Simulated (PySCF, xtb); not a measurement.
1-aminosilyl-2-silylethyne (C₂H₇NSi₂), SMILES N[SiH2]C#C[SiH3].

GFN2-xTB (xtb) at its own geometry gives an orbital gap of 4.25 eV and a dipole moment of 1.06 D.

Geometry: ωB97X-D3(BJ)/def2-SVP. Other conformers were not sampled.

### Question
What does ωB97X/def2-TZVP (PySCF) give? (An estimate is asked for; the answer gives what the named calculation found.)

### Answer
gap 11.46 eV (levels -10.10 and 1.35 eV), dipole 1.30 D.
